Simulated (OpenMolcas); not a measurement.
**Fe3+ in MgO: curves along the breathing mode**

Fe3+ with its 6 nearest oxide ions, on the Mg site of MgO (a = 4.2112 Å, distance in the model lattice 2.106 Å). The rest of the host is ab initio model potentials to 7.6 Å, with orthogonalisation functions on the cations behind the ligands, and point charges beyond; the distance is set by hand and nothing relaxes, and no local charge compensation is placed. Ligand basis ANO-RCC-VDZP.

```
Program             : OpenMolcas 26.06
Method              : SS-CASPT2, IPEA 0.25 Eh, imaginary shift 0.1 Eh (closed shells correlated: 3s 3p and the ligand valence shells)
Basis               : ANO-RCC-VDZP [5s4p2d1f]
Scalar Hamiltonian  : DKH2, point nucleus
Active space        : 5 electrons in 5 orbitals (3d)
State averaging     : 2S+1 = 6 even, 1 root; 2S+1 = 4 even, 24 roots; 2S+1 = 2 even, 75 roots
Spin-orbit coupling : state interaction with AMFI integrals over the reference wave functions
```

Spin-free energies (labels of O, the rotations of Oh) in cm-1 above the lowest fitted minimum, as all ligands move together:

| R (Å) | 6A1 | 2T2 | 4T1 | 4T2 | 2A2 | 2T1 | 2E |
| --- | --- | --- | --- | --- | --- | --- | --- |
| 1.918 | 2620 | 6520 | 11650 | 16960 | 20080 | 21670 | 24670 |
| 1.963 | 190 | 6360 | 10150 | 15170 | 18290 | 19480 | 22840 |
| 2.008 | 450 | 7450 | 11020 | 15740 | 18810 | 20290 | 23340 |
| 2.053 | 3070 | 10470 | 13990 | 18360 | 21410 | 22870 | 25850 |
| 2.098 | 7770 | 15240 | 18780 | 22760 | 25750 | 27150 | 30110 |
| 2.144 | 14560 | 21660 | 25380 | 28890 | 31790 | 33150 | 36110 |

Cubic fits give the following; the wavenumber is harmonic, with the mass of all moving ligands, small differences in it between states hang on the degree of the fit, a number in brackets counts states of one label, and the table is a selection of at most 14 states with clean curves.

```tsv
State	R0 (Å)	Breathing mode (cm-1)	Minimum (cm-1)
6A1	1.981	663	0
2T2	1.949	527	6170
4T1	1.968	634	10140
4T2	1.974	626	15110
2A2	1.975	625	18210
2T1	1.975	649	19540
2E	1.976	619	22770
4E	1.988	644	23620
4A1	1.988	646	23620
4T2(2)	1.987	645	26480
2T1(2)	1.979	616	27430
4E(2)	1.988	646	28930
2A1	1.991	621	31930
2E(2)	1.991	621	31930
```

Roots that are degenerate in the reference are averaged as groups; the widest CASPT2 spread within a group is 510 cm-1 (the 3-fold group of multiplicity 2 near 21200 cm-1 above the lowest state of its run, R = 2.008). Shifts and gaps below about the spread of the groups concerned are not significant. Over all roots computed the reference weight is 0.68 to 0.71 in R = 1.918, 0.68 to 0.71 in R = 1.963, 0.67 to 0.71 in R = 2.008, 0.66 to 0.71 in R = 2.053, 0.65 to 0.71 in R = 2.098, 0.64 to 0.70 in R = 2.144; the roots of lowest weight are the least certain, and an intruder state may touch them. This shell can be high or low spin here, a state of another spin lies low, and with metal d orbitals alone active their balance is uncertain, so the ground spin may be wrong. Ligand-to-metal charge-transfer states are missing. These CASPT2 states fit no ligand-field parameters well, so their order and spin gaps are uncertain. With no ligand orbital active B as a rule stays too high, so bands that hang on it stand too high and its fall with covalency is understated. With one d shell and no ligand orbital active, 10Dq can be off by a tenth or more. No measured value stands beside these numbers.
